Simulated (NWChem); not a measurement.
All runs are NWChem calculations. System: BCl, charge 0, spin multiplicity 1, displaced from the optimised geometry. The structure started from a generated list of species. Level: PBE/def2-SVP.

NWChem printed:

```
             Northwest Computational Chemistry Package (NWChem) 7.3.0
             --------------------------------------------------------

                                NWChem Input Module
                                -------------------

 Scaling coordinates for geometry "geometry" by  1.889725989
 (inverse scale =  0.529177249)

                             Geometry "geometry" -> ""
                             -------------------------

 Output coordinates in angstroms (scale by  1.889725989 to convert to a.u.)

  No.       Tag          Charge          X              Y              Z
 ---- ---------------- ---------- -------------- -------------- --------------
    1 B                    5.0000     0.00000000     0.00000000    -1.35776200
    2 Cl                  17.0000     0.00000000     0.00000000     0.39934200

 Effective nuclear repulsion energy (a.u.)      25.5989777298

            Nuclear Dipole moment (a.u.)
            ----------------------------
        X                 Y               Z
 ---------------- ---------------- ----------------
     0.0000000000     0.0000000000     0.0000075589


 Summary of "ao basis" -> "" (spherical)
 ------------------------------------------------------------------------------
       Tag                 Description            Shells   Functions and Types
 ---------------- ------------------------------  ------  ---------------------
 *                          def2-svp                  on all atoms

  pbe96 is a nonlocal functional; adding pw91lda local functional.

                                 NWChem DFT Module
                                 -----------------

 Summary of "ao basis" -> "ao basis" (spherical)
 ------------------------------------------------------------------------------
       Tag                 Description            Shells   Functions and Types
 ---------------- ------------------------------  ------  ---------------------
 B                          def2-svp                 6       14   3s2p1d
 Cl                         def2-svp                 8       18   4s3p1d

 Summary of "ao basis" -> "ao basis" (spherical)
 ------------------------------------------------------------------------------
       Tag                 Description            Shells   Functions and Types
 ---------------- ------------------------------  ------  ---------------------
 B                          def2-svp                 6       14   3s2p1d
 Cl                         def2-svp                 8       18   4s3p1d

            General Information
            -------------------
          SCF calculation type: DFT
          Wavefunction type:  closed shell.
          No. of atoms     :     2
          No. of electrons :    22
           Alpha electrons :    11
            Beta electrons :    11
          Charge           :     0
          Spin multiplicity:     1
          Use of symmetry is: off; symmetry adaption is: off
          Maximum number of iterations: 100
          AO basis - number of functions:    32
                     number of shells:    14
          Convergence on energy requested:  1.00D-06
          Convergence on density requested:  1.00D-05
          Convergence on gradient requested:  5.00D-04

              XC Information
              --------------
          PerdewBurkeErnzerhof Exchange Functional  1.000
            Perdew 1991 LDA Correlation Functional  1.000 local
           PerdewBurkeErnz. Correlation Functional  1.000 non-local

             Grid Information
             ----------------
          Grid used for XC integration:  medium
          Radial quadrature: Mura-Knowles
          Angular quadrature: Lebedev.
          Tag              B.-S. Rad. Rad. Pts. Rad. Cut. Ang. Pts.
          ---              ---------- --------- --------- ---------
          B                   0.85       49           7.0       434
          Cl                  1.00       88           7.0       590
          Grid pruning is: on
          Number of quadrature shells:   137
          Spatial weights used:  Erf1

          Convergence Information
          -----------------------
          Convergence aids based upon iterative change in
          total energy or number of iterations.
[...]
  ----- ------------  ---------------      ----- ------------  ---------------
    26     -0.433040  2 Cl py                25      0.396861  2 Cl px
    23     -0.343336  2 Cl py                22      0.314652  2 Cl px
    20     -0.198304  2 Cl py                19      0.181736  2 Cl px
     5      0.125216  1 B  py                 4     -0.114755  1 B  px
     8     -0.061889  1 B  py                 7      0.056718  1 B  px

 Vector   11  Occ=2.000000D+00  E=-2.277974D-01
              MO Center= -1.3D-08,  3.4D-08, -1.5D+00, r^2= 1.8D+00
   Bfn.  Coefficient  Atom+Function         Bfn.  Coefficient  Atom+Function
  ----- ------------  ---------------      ----- ------------  ---------------
     2      0.522366  1 B  s                  3      0.471038  1 B  s
     6      0.325331  1 B  pz                27      0.286854  2 Cl pz
    24      0.217817  2 Cl pz                 1      0.216411  1 B  s
    21      0.121545  2 Cl pz                17     -0.112144  2 Cl s
     9     -0.104331  1 B  pz                16      0.061273  2 Cl s

 Vector   12  Occ=0.000000D+00  E=-1.051731D-01
              MO Center= -1.3D-08, -8.4D-09, -1.1D+00, r^2= 2.0D+00
   Bfn.  Coefficient  Atom+Function         Bfn.  Coefficient  Atom+Function
  ----- ------------  ---------------      ----- ------------  ---------------
     4      0.467971  1 B  px                 5      0.440358  1 B  py
     7     -0.359551  1 B  px                 8     -0.338336  1 B  py
    25      0.251028  2 Cl px                26      0.236216  2 Cl py
    22      0.144191  2 Cl px                23      0.135683  2 Cl py
    19      0.081179  2 Cl px                20      0.076389  2 Cl py

 Vector   13  Occ=0.000000D+00  E=-1.051731D-01
              MO Center=  2.3D-08, -2.3D-08, -1.1D+00, r^2= 2.0D+00
   Bfn.  Coefficient  Atom+Function         Bfn.  Coefficient  Atom+Function
  ----- ------------  ---------------      ----- ------------  ---------------
     5     -0.467971  1 B  py                 4      0.440358  1 B  px
     8      0.359551  1 B  py                 7     -0.338336  1 B  px
    26     -0.251028  2 Cl py                25      0.236216  2 Cl px
    23     -0.144191  2 Cl py                22      0.135683  2 Cl px
    20     -0.081179  2 Cl py                19      0.076389  2 Cl px

 Vector   14  Occ=0.000000D+00  E= 7.395772D-02
              MO Center= -4.2D-10, -1.2D-09, -8.9D-01, r^2= 3.0D+00
   Bfn.  Coefficient  Atom+Function         Bfn.  Coefficient  Atom+Function
  ----- ------------  ---------------      ----- ------------  ---------------
     9      0.978249  1 B  pz                18     -0.830207  2 Cl s
    27      0.776847  2 Cl pz                 6     -0.588419  1 B  pz
     3      0.536521  1 B  s                  2      0.418160  1 B  s
    17     -0.344943  2 Cl s                 24      0.226662  2 Cl pz
    16      0.221739  2 Cl s                 21      0.134815  2 Cl pz

 center of mass
 --------------
 x =   0.00000000 y =   0.00000000 z =  -0.04042204

 moments of inertia (a.u.)
 ------------------
          92.317167318941           0.000000000000           0.000000000000
           0.000000000000          92.317167318941           0.000000000000
           0.000000000000           0.000000000000           0.000000000000

     Multipole analysis of the density
     ---------------------------------

     L   x y z        total         alpha         beta         nuclear
     -   - - -        -----         -----         ----         -------
     0   0 0 0     -0.000000    -11.000000    -11.000000     22.000000

     1   1 0 0      0.000000      0.000000      0.000000      0.000000
     1   0 1 0     -0.000000     -0.000000     -0.000000      0.000000
     1   0 0 1      0.667000      0.333496      0.333496      0.000008

     2   2 0 0    -13.588886     -6.794443     -6.794443      0.000000
     2   1 1 0     -0.000000     -0.000000     -0.000000      0.000000
     2   1 0 1     -0.000000     -0.000000     -0.000000      0.000000
     2   0 2 0    -13.588886     -6.794443     -6.794443      0.000000
     2   0 1 1      0.000000      0.000000      0.000000      0.000000
     2   0 0 2    -16.939414    -29.768689    -29.768689     42.597965

            General Information
            -------------------
          SCF calculation type: DFT
          Wavefunction type:  closed shell.
          No. of atoms     :     2
          No. of electrons :    22
           Alpha electrons :    11
            Beta electrons :    11
          Charge           :     0
          Spin multiplicity:     1
          Use of symmetry is: off; symmetry adaption is: off
          Maximum number of iterations: 100
          AO basis - number of functions:    32
                     number of shells:    14
          Convergence on energy requested:  1.00D-06
          Convergence on density requested:  1.00D-05
          Convergence on gradient requested:  5.00D-04

              XC Information
              --------------
          PerdewBurkeErnzerhof Exchange Functional  1.000
            Perdew 1991 LDA Correlation Functional  1.000 local
           PerdewBurkeErnz. Correlation Functional  1.000 non-local

             Grid Information
             ----------------
          Grid used for XC integration:  medium
          Radial quadrature: Mura-Knowles
          Angular quadrature: Lebedev.
          Tag              B.-S. Rad. Rad. Pts. Rad. Cut. Ang. Pts.
          ---              ---------- --------- --------- ---------
          B                   0.85       49           7.0       434
          Cl                  1.00       88           7.0       590
          Grid pruning is: on
          Number of quadrature shells:   137
          Spatial weights used:  Erf1

          Convergence Information
          -----------------------
          Convergence aids based upon iterative change in
          total energy or number of iterations.
          Levelshifting, if invoked, occurs when the
          HOMO/LUMO gap drops below (HL_TOL):  1.00D-02
          DIIS, if invoked, will attempt to extrapolate
          using up to (NFOCK): 10 stored Fock matrices.

                    Damping( 0%)  Levelshifting(0.5)       DIIS
                  --------------- ------------------- ---------------
          dE  on:    start            ASAP                start
          dE off:    2 iters        100 iters           100 iters

      Screening Tolerance Information
      -------------------------------
          Density screening/tol_rho:  1.00D-10
          AO Gaussian exp screening on grid/accAOfunc:  14
          CD Gaussian exp screening on grid/accCDfunc:  20
          XC Gaussian exp screening on grid/accXCfunc:  20
          Schwarz screening/accCoul:  1.00D-08

                            NWChem DFT Gradient Module
                            --------------------------

  charge          =   0.00
  wavefunction    = closed shell

                         DFT ENERGY GRADIENTS

    atom               coordinates                        gradient
                 x          y          z           x          y          z
   1 B       0.000000   0.000000  -2.565798   -0.000000  -0.000000  -0.008980
   2 Cl      0.000000   0.000000   0.754647    0.000000   0.000000   0.008980

                 ----------------------------------------
                 |  Time  |  1-e(secs)   |  2-e(secs)   |
                 ----------------------------------------
                 |  CPU   |       0.00   |       0.42   |
                 ----------------------------------------
                 |  WALL  |       0.00   |       0.42   |
                 ----------------------------------------

 Task  times  cpu:        1.2s     wall:        1.2s

 Total times  cpu:        1.3s     wall:        1.3s
```

Question: Write an NWChem input that would produce this output.

Answer: This is not unique; one that fits is 
```
start mol
memory heap 200 mb stack 900 mb global 1100 mb
geometry units angstroms nocenter noautoz noautosym
  B      0.000000     0.000000    -1.357762
  Cl     0.000000     0.000000     0.399342
end
basis spherical
  * library def2-svp
end
dft
  xc xpbe96 cpbe96
  semidirect memsize 60000000 filesize 0
  iterations 100
end
task dft gradient
```
